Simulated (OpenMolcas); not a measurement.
**Cl⁺: from CASSCF to CASPT2**

```
Program             : OpenMolcas 26.06
Basis               : ANO-R1 [4s3p1d]
Scalar Hamiltonian  : X2C, finite nucleus
Active space        : 4 electrons in 3 orbitals (3p)
State averaging     : 2S+1 = 3 even, 3 roots; 2S+1 = 1 even, 6 roots
Spin-orbit coupling : state interaction with AMFI integrals over the reference wave functions, term energies averaged over their components
```

Methods on the same reference wave functions:
A. CASSCF
B. SS-CASPT2, IPEA 0.25 Eh, imaginary shift 0.1 Eh (closed shells correlated: 2s 2p 3s)

Energies in cm-1 above 3s2 3p4 3P2, the measured ground level; measured values from NIST Handbook of Basic Atomic Spectroscopic Data.

```csv
Level,A,B,Measured
3s2 3p4 3P2,0.0,0.0,0.0
3s2 3p4 3P1,666,668,696
3s2 3p4 3P0,967,965,996
3s2 3p4 1D2,14350,13010,11654
3s2 3p4 1S0,35272,30250,27878
```

Deviations, from unrounded energies. A percentage is the sum of absolute deviations over the sum of measured energies, with the sign that they share, or ± where signs differ.

```tsv
Against measurement	Levels	A	B
mean absolute deviation (cm-1)	4	2500	950
fine structure of the ground term (%)	2	-3.5	-3.6
other terms of the ground configuration (%)	2	+25.5	+9.4
```

B lies closest to measurement on these levels. The largest miss of B in the table is 3s2 3p4 1S0, by +2400 cm-1. The ranking rests on the paired levels alone, and a cruder setting can come out closer through cancelling errors.

From A to B the spin-free energies of the other terms of 3s2 3p4 shown, above 3P, scale by factors of 0.86 to 0.90.

The lowest spin-free term lies below A's lowest term by 0.104 hartree in B.

Term energies are means over components that CASPT2 splits; among the terms shown or strongly mixed into the levels shown the widest spread is 150 cm-1 (3s2 3p4 1D, B). With the s shell closed, the reference lacks s² → p² mixing. Without dynamic correlation excited terms often stand tens of per cent too high (terms of higher spin than the ground term too low), and those without a measured partner can miss by more than the paired ones (holds for A). Computed and measured levels are paired by configuration, term and J; levels that our copy of the source lacks, or whose pairing is in doubt (as where it misses far off the trend of its configuration), stay unpaired and out of the deviations. Levels of configurations outside the active space are missing.
